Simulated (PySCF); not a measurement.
Molfile (atoms numbered from 1):
```
C5H3FOS
     RDKit          3D

 11 11  0  0  0  0  0  0  0  0999 V2000
    2.7099    1.3788   -0.4847 O   0  0  0  0  0  0  0  0  0  0  0  0
    2.0739    0.3836   -0.3892 C   0  0  0  0  0  0  0  0  0  0  0  0
    2.6607   -0.8229   -0.5281 F   0  0  0  0  0  0  0  0  0  0  0  0
    0.6549    0.2499   -0.1228 C   0  0  0  0  0  0  0  0  0  0  0  0
   -0.0916   -0.8963    0.0035 C   0  0  0  0  0  0  0  0  0  0  0  0
   -1.4470   -0.6251    0.2633 C   0  0  0  0  0  0  0  0  0  0  0  0
   -1.6991    0.7198    0.3287 C   0  0  0  0  0  0  0  0  0  0  0  0
   -0.3069    1.6547    0.0757 S   0  0  0  0  0  0  0  0  0  0  0  0
    0.3359   -1.8847   -0.0900 H   0  0  0  0  0  0  0  0  0  0  0  0
   -2.2064   -1.3830    0.3975 H   0  0  0  0  0  0  0  0  0  0  0  0
   -2.6465    1.2038    0.5139 H   0  0  0  0  0  0  0  0  0  0  0  0
  1  2  2  0
  2  3  1  0
  2  4  1  0
  4  5  2  0
  5  6  1  0
  6  7  2  0
  7  8  1  0
  8  4  1  0
  5  9  1  0
  6 10  1  0
  7 11  1  0
M  END
```

Geometry: PBE0-D3(BJ)/def2-TZVP; GIAO absolute shieldings from PySCF, gas phase, non-relativistic, averaged over equivalent atoms.

At KT3/pcSseg-2 (337 basis functions, 84 s wall time on 1 thread of an Arm Neoverse V1, shared host):
| atoms | σ (ppm) |
| --- | --- |
| O1 | -53.7 |
| C2 | 30.2 |
| C7 | 48.3 |
| C5 | 50.2 |
| C4 | 53.3 |
| C6 | 57.5 |
| F3 | 150.2 |
| S8 | 279.9 |
| H9 | 23.76 |
| H11 | 23.96 |
| H10 | 24.37 |

Q: Predict the values at B97-2/pcSseg-2 on the same geometry.

A: 
| atoms | σ at B97-2/pcSseg-2 | change |
| --- | --- | --- |
| O1 | -72.1 | -18.4 |
| C2 | 24.7 | -5.5 |
| C7 | 39.4 | -8.9 |
| C5 | 42.4 | -7.8 |
| C4 | 46.9 | -6.4 |
| C6 | 51.8 | -5.7 |
| F3 | 161.1 | +10.9 |
| S8 | 247.0 | -32.9 |
| H9 | 23.60 | -0.16 |
| H11 | 23.76 | -0.20 |
| H10 | 24.28 | -0.09 |

The largest change is at S8 (aromatic ring sulfur). Cost: 337 basis functions, 67 s wall time on 1 thread of an Arm Neoverse V1, shared host. The order of the carbon signals is the same at both levels.
